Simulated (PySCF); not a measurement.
PySCF was given this input:
```python
from pyscf import gto, scf, dft

mol = gto.Mole()
mol.atom = '''
    C     2.68114928    0.23515392   -1.29512996
    C     1.91998919   -1.05539502   -0.96428394
    O     0.98941688   -1.01746077   -0.02111038
    Ge   -0.40337338    0.11924583    0.09857234
    F     0.18280300    1.72426298    0.46454834
    F    -1.04952169    0.36680518   -1.45431341
    Cl   -1.62964958   -0.50233069    1.57017732
    H     3.06053903    0.71423969   -0.37376394
    H     3.48315962    0.18671432   -1.98689705
    H     1.94255289    0.98612933   -1.68534996
    H     1.52837665   -1.49626764   -1.91244583
    H     2.69305020   -1.76473277   -0.62700856
'''
mol.basis = 'sto-3g'
mol.verbose = 4
mol.build()

mf = dft.RKS(mol)
mf.xc = 'tpss'
mf.kernel()
g = mf.nuc_grad_method()
grad = g.kernel()
```

Task: Predict the number of basis functions from TPSS/STO-3G, gradient (PySCF).

Result: 57

Task: Give the Mulliken (on the basis functions themselves) charges in atom order at the level TPSS/STO-3G, gradient.

Result: C1 -0.22, C2 -0.01, O3 -0.32, Ge4 0.90, F5 -0.18, F6 -0.18, Cl7 -0.30, H8 0.07, H9 0.08, H10 0.05, H11 0.05, H12 0.07

Task: Give the HOMO energy at the level TPSS/STO-3G, gradient.

Result: -2.79 eV

Task: What is the computed nuclear repulsion energy (TPSS/STO-3G, gradient)?

Result: 753.6800 Eh

Task: Roughly what does it cost on one core?

Result: about 15 core-seconds (a rough figure).
